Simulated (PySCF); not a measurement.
A structure optimised at PBE0-D3(BJ)/def2-SVP, used in a PySCF frequency run:

```
Mo
F 1 1.7583
F 1 1.7583 2 120.00
F 1 1.7583 2 120.00 3 -180.00
F 1 1.7876 2 90.00 3 -90.00
F 1 1.7876 2 90.00 5 -180.00
```
Charge +1, spin multiplicity 1.

Question: Write its SMILES, formula and point group.

Answer: [F][Mo+]([F])([F])([F])[F], F5Mo, D3h

Question: What are its rotational constants (standard atomic weights)?

Answer: 2.8680, 2.4119, 2.4119 GHz
